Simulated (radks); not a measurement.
The numbers below are computed, except where a source is named.
Species: Ce52+. Configuration: [He] 2s2 2p2. Level of theory: Dirac Kohn-Sham, exchange-only PBE, spin-unpolarised, spherical densities, finite nucleus; open shells fill j = l - 1/2 first; Fermi nuclear charge, rms radius 4.8771 fm (a radial shooting solver on a logarithmic mesh with Libxc functionals).

Normalised radial functions P(r) = r R(r) (large component), r in bohr:

r	1s1/2
0.001831	1.7696
0.002031	1.9220
0.002272	2.0979
0.002521	2.2722
0.00282	2.4717
0.003129	2.6678
0.0035	2.8900
0.003883	3.1058
0.004309	3.3297
0.004819	3.5780
0.005348	3.8132
0.005981	4.0685
0.006637	4.3042
0.007423	4.5522
0.008237	4.7722
0.00914	4.9773
0.01022	5.1749
0.01134	5.3301
0.01269	5.4591
0.01408	5.5363
0.01575	5.5659
0.01747	5.5372
0.01939	5.4493
0.02169	5.2845
0.02406	5.0652
0.02691	4.7591
0.02986	4.4148
0.0334	3.9886
0.03706	3.5532
0.04113	3.0940
0.046	2.5911
0.05104	2.1343
0.05709	1.6722
0.06335	1.2858
0.07085	0.9277
0.07862	0.6550
0.08724	0.4407
0.09758	0.2709
0.1083	0.1621
0.1211	0.0866
0.1344	0.0448
0.1503	0.0201
0.1668	0.0087
0.1851	0.0034
0.207	0.0011
0.2297	0.0003
0.2569	0.0001
0.285	0.0000
0.3188	0.0000
0.3538	0.0000
0.3925	0.0000
0.4391	0.0000
0.4872	0.0000
0.5449	0.0000
0.6046	0.0000
0.6763	0.0000
0.7504	0.0000

1s1/2: eigenvalue -45109 eV, 0 radial nodes, <r> = 0.0245 bohr, 90 % of the charge inside 0.0442 bohr.
